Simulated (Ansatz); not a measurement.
`[SiH3]CS[SiH3]` → `[SiH3]CS` + `[SiH2]` at 600 K and 1 bar (silylene loss).

Gas-phase electronic energies from Ansatz, PBE0-D4/def2-TZVP geometries. CBS: MP2 limit from def2 TZ/QZ plus the TZ coupled-cluster correction, frozen cores. This one scheme is used for every species. Each species was taken in one conformer, which may not be the lowest.

```json
{"species": "`[SiH3]CS[SiH3]`", "CCSD(T)/CBS energy (Eh)": "-1018.80686", "H − E (kJ/mol)": "276.7", "S (J/(mol·K))": "470.2"}
{"species": "`[SiH3]CS`", "CCSD(T)/CBS energy (Eh)": "-728.50660", "H − E (kJ/mol)": "211.5", "S (J/(mol·K))": "382.4"}
{"species": "`[SiH2]`", "CCSD(T)/CBS energy (Eh)": "-290.19011", "H − E (kJ/mol)": "52.1", "S (J/(mol·K))": "233.9"}
```

H − E and S are ideal-gas, rigid-rotor, harmonic terms from PBE0-D4/def2-TZVP, for one conformer and one mirror image of each species. 1 Eh = 2625.50 kJ/mol, R = 8.31446 J/(mol·K).

Question: By hand: ΔE, ΔH, ΔS and ΔG.

Answer: ΔE = (-728.50660) + (-290.19011) − (-1018.80686) = 0.11015 Eh = 289.2 kJ/mol. Δ(H − E) = 211.5 + 52.1 − 276.7 = -13.1, so ΔH = 276.1 kJ/mol. ΔS = 382.4 + 233.9 − 470.2 = 146.1 J/(mol·K). ΔG = 276.1 − 600 × (146.1)/1000 = 188.4 kJ/mol.

Question: By hand: the equilibrium constant, and the temperature at which ΔG would vanish if ΔH and ΔS stayed fixed.

Answer: log₁₀ K = −ΔG/(RT ln 10) = -16.4. ΔG = 0 at ΔH/ΔS = 1890 K.

The number of gas molecules changes by +1, which sets the sign of ΔS. A doubt of 5 kJ/mol in ΔE shifts log₁₀ K by 0.4 here. Other conformers and mirror images would add mixing entropy, several J/(mol·K) or more a flexible species. Modes under 60 cm⁻¹, often nearly free rotors, make the harmonic entropy too high. These are equilibria of isolated gas molecules and say nothing of rates. Largest T1 diagnostic: 0.014 (customary marks: 0.02 for closed shells, 0.045 for open ones).
